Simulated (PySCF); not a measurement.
Changes within a family of molecules, several properties at once.

PySCF, PBE0/def2-SVPD, density fitting, gas phase; each molecule at its own PBE0-D3(BJ)/def2-SVP geometry, one conformer. Singlet excitations by full TDDFT with frozen cores and triplets by Tamm–Dancoff TDDFT. 

Reference: `CCO[Si](C)(C)OCC`, with HOMO energy -7.62 eV, LUMO energy 0.48 eV, lowest singlet excitation 7.03 eV, lowest triplet excitation 6.90 eV, mean polarisability 107.0 au and dipole moment 1.50 D.

Changes against it:

| molecule | Δ HOMO energy (eV) | Δ LUMO energy (eV) | Δ lowest singlet excitation (eV) | Δ lowest triplet excitation (eV) | Δ mean polarisability (au) | Δ dipole moment (D) |
| --- | --- | --- | --- | --- | --- | --- |
| C[Si](C)(C)[Si](C)(C)[Si](C)(C)C | +1.11 | -0.19 | -1.17 | -1.65 | +76.9 | -1.49 |
| CCN(CC)[Si](C)(C)N(CC)CC | +1.77 | +0.01 | -1.61 | -1.54 | +56.9 | -1.37 |
| CC(C)(C)N[Si](C)(C)NC(C)(C)C | +1.30 | -0.15 | -1.37 | -1.35 | +56.7 | -1.26 |
| C[Si](C)(N1CCCC1)N1CCCC1 | +1.97 | 0.00 | -1.90 | -1.84 | +47.1 | -1.00 |

Rows whose labels were lost:

| row | Δ HOMO energy (eV) | Δ LUMO energy (eV) | Δ lowest singlet excitation (eV) | Δ lowest triplet excitation (eV) | Δ mean polarisability (au) | Δ dipole moment (D) |
| --- | --- | --- | --- | --- | --- | --- |
| P | -0.33 | -0.46 | -1.27 | -1.67 | -0.6 | +0.39 |
| Q | +0.21 | -0.10 | -0.15 | -0.11 | +45.8 | -0.01 |

Q: Which row belongs to which of `CC(=O)O[Si](C)(C)OC(C)=O` and `CC(C)(C)O[Si](C)(C)OC(C)(C)C`?

A: P = `CC(=O)O[Si](C)(C)OC(C)=O` and Q = `CC(C)(C)O[Si](C)(C)OC(C)(C)C`. P and Q are told apart most clearly by the mean polarisability (-0.6 against +45.8 au).

Q: Which row has the smallest HOMO–LUMO gap and which the largest, and does the HOMO or the LUMO shift more there?

A: Smallest, counted from the reference: `C[Si](C)(N1CCCC1)N1CCCC1`, -1.97 eV (HOMO +1.97, LUMO 0.00), the larger shift being that of the HOMO. Largest: P, -0.13 eV (HOMO -0.33, LUMO -0.46), the larger shift being that of the LUMO. The gap of the reference itself lies above all of them.
